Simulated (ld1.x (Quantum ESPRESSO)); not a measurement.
## Configuration tests for fluorine (TM)

- Element: fluorine
- Generator: ld1.x (Quantum ESPRESSO) 7.5
- Type: norm-conserving Troullier–Martins (Kleinman–Bylander form)
- Functional: PBE
- Relativity: scalar-relativistic
- Frozen core: [He]
- Valence charge: 7
- Reference configuration: 2s2 2p5
- Partial waves: 2p (bound): rc 1.30 bohr; 2s (bound): rc 0.80 bohr
- Local potential: the s channel
- Core correction: a·sin(br)/r model core inside 0.50 bohr

Energies are relative to the spin-unpolarised reference configuration 2s2 2p5; without spin polarisation the order of configurations can differ from experiment. The frozen-core shift is the all-electron ΔE with the core orbitals held at their reference shape minus the fully relaxed ΔE.

```json
{"valence configuration": "2s2 2p4", "charge": "+1", "ΔE all-electron (eV)": "19.390", "error AE − PS (meV)": "+9.3", "frozen-core shift (meV)": "+0.1"}
{"valence configuration": "2s2 2p2", "charge": "+3", "ΔE all-electron (eV)": "118.413", "error AE − PS (meV)": "+519", "frozen-core shift (meV)": "+4.3"}
{"valence configuration": "2s2 2p1", "charge": "+4", "ΔE all-electron (eV)": "204.215", "error AE − PS (meV)": "+1617", "frozen-core shift (meV)": "+15"}
{"valence configuration": "2s1 2p5", "charge": "+1", "ΔE all-electron (eV)": "38.493", "error AE − PS (meV)": "-30", "frozen-core shift (meV)": "+0.6"}
{"valence configuration": "2s1 2p6", "charge": "0", "ΔE all-electron (eV)": "18.814", "error AE − PS (meV)": "+19", "frozen-core shift (meV)": "+0.4"}
{"valence configuration": "2s2 2p5.3", "charge": "-0.3", "ΔE all-electron (eV)": "-2.670", "error AE − PS (meV)": "+0.3", "frozen-core shift (meV)": "0.0"}
```

Problem. What are ΔE and the potential's error for 2s2 2p3?

Solution. ΔE = 57.775 eV all-electron; the error (AE − PS) is +112 meV.

Levels in the configuration 2s2 2p5.3:

```csv
level,all-electron (eV),pseudo (eV)
2s,-25.405,-25.398
2p,-6.759,-6.759
```
